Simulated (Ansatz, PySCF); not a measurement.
This PySCF input computes a CAM-B3LYP/def2-TZVPD energy:

```python
from pyscf import gto, scf, dft

mol = gto.M(
    atom='''
    C    -1.97723565    0.19290964    0.37995491
    C    -0.68865013    0.60227504   -0.26283132
    C     0.47066605   -0.10075517   -0.04994972
    O     0.70081760   -1.12426625    0.64511093
    O     1.61516907    0.42061896   -0.73738613
    H    -2.41028913    0.95988551    1.04632939
    H    -1.80044018   -0.69677299    0.99027984
    H    -2.77617883   -0.06280368   -0.33847585
    H    -0.66077050    1.46979809   -0.91086996
    H     2.29110372   -0.20750571   -0.45210502
    ''',
    basis='def2-tzvpd',
    charge=-1,
    spin=0,
    verbose=4,
)

mf = dft.RKS(mol, xc='camb3lyp').density_fit(auxbasis='def2-universal-jkfit')
mf.grids.level = 3
mf.conv_tol = 1e-9
mf.max_cycle = 100
mf.max_memory = 1500
mf.kernel()
if not mf.converged:
    mf = mf.newton()
    mf.kernel(mf.make_rdm1())
mf.analyze()
```

Problem. Write an input for the same energy in Ansatz (a program for electronic structure) and say what it gives.

Solution. 
Ansatz 0.2 input:
```yaml
crystal:
  periodic: [false, false, false]
  atoms:
    - {symbol: C, position_ang: [-1.97723565, 0.19290964, 0.37995491]}
    - {symbol: C, position_ang: [-0.68865013, 0.60227504, -0.26283132]}
    - {symbol: C, position_ang: [0.47066605, -0.10075517, -0.04994972]}
    - {symbol: O, position_ang: [0.70081760, -1.12426625, 0.64511093]}
    - {symbol: O, position_ang: [1.61516907, 0.42061896, -0.73738613]}
    - {symbol: H, position_ang: [-2.41028913, 0.95988551, 1.04632939]}
    - {symbol: H, position_ang: [-1.80044018, -0.69677299, 0.99027984]}
    - {symbol: H, position_ang: [-2.77617883, -0.06280368, -0.33847585]}
    - {symbol: H, position_ang: [-0.66077050, 1.46979809, -0.91086996]}
    - {symbol: H, position_ang: [2.29110372, -0.20750571, -0.45210502]}
basis:
  gaussian:
    orbitals: def2-TZVPD
hamiltonian:
  xc: {name: CAM-B3LYP}
total_charge: -1
output: {forces: true}
```
It gives -267.79961 Eh, and PySCF -267.79968 Eh, a difference of 0.07 mEh, from the treatment of integrals and grids.

It need not be the lowest isomer of its formula. Whether it binds its extra electron was not tested at this geometry.
